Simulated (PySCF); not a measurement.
Breaking a bond: MgO, singlet.

Computed with: RHF/6-31G (PySCF); UKS-B3LYP = PySCF 2.14.0 with unrestricted B3LYP/6-31G; UMP2 = MP2 on UHF/6-31G, 2 core orbitals frozen (PySCF); RCCSD = CCSD on RHF/6-31G, 2 core orbitals frozen (PySCF); RKS-BHandHLYP = PySCF 2.14.0 with restricted BHandHLYP/6-31G.

Energies are in kcal/mol, each relative to the lowest point of its own curve near equilibrium.

```
R / Å   RHF  UKS-B3LYP  UMP2  RCCSD  RKS-BHandHLYP
-----  ----  ---------  ----  -----  -------------
1.38   82.4       83.8  97.6   90.6           77.8
1.49   34.6       37.2  49.7   42.1           31.4
1.55   19.6       22.2  33.8   25.9           16.9
1.63    7.6       10.0  21.5   11.8            5.5
1.67      ?          ?  16.4    7.3            2.3
1.73    1.1        3.3   8.8    2.8            0.0
1.81    0.0        1.3   2.8    0.2            0.1
1.83    0.1        1.0   1.9    0.0            0.6
1.93    1.8        0.0   0.0    1.4            4.6
2.00    3.9        0.8   0.7    4.0              ?
2.17      ?        6.6   6.8   13.7           19.4
2.31   14.3       13.5  14.3   23.3           28.1
2.57      ?       26.7  30.0   41.3           41.9
2.89   26.7       39.4  63.7   59.4           54.2
3.10   28.9          ?  76.1   67.6           60.0
3.49   31.3       51.8  84.5   75.6           67.5
3.83   32.2       55.2  87.1   77.8           71.6
4.20   32.6       57.4  88.3   78.6           74.5
4.69   32.8       59.2  89.0   78.8           76.6
5.19   32.9       60.2  89.3   78.9           77.7
6.04   32.9       60.9  89.5   79.0           78.3
6.96   33.0       61.2  89.5   79.0           78.5
```

Task: Complete the blanks.

Result: 
- 1.67, RHF: 4.1
- 1.67, UKS-B3LYP: 9.0
- 2.00, RKS-BHandHLYP: 8.5
- 2.17, RHF: 9.7
- 2.57, RHF: 21.2
- 3.10, UKS-B3LYP: 45.1

The restricted form behind RHF, RKS-BHandHLYP keeps the bonding electrons paired and can't separate into open-shell fragments. The unrestricted solution behind UKS-B3LYP changes between 1.63 and 1.67 Å, which can leave a kink. The unrestricted determinant behind UKS-B3LYP is spin-contaminated at 1.38 to 1.63, 1.73 to 6.96 Å (<S²> up to 1.0, against 0.00 for a pure singlet). The unrestricted solution behind UMP2 changes between 2.57 and 2.89 Å, which can leave a kink. The unrestricted determinant behind UMP2 is spin-contaminated at 1.38 to 6.96 Å (<S²> up to 2.0, against 0.00 for a pure singlet). The T1 diagnostic of CCSD on the restricted reference of RCCSD exceeds 0.045 at 1.38 to 1.67, 1.81 to 3.10 Å.
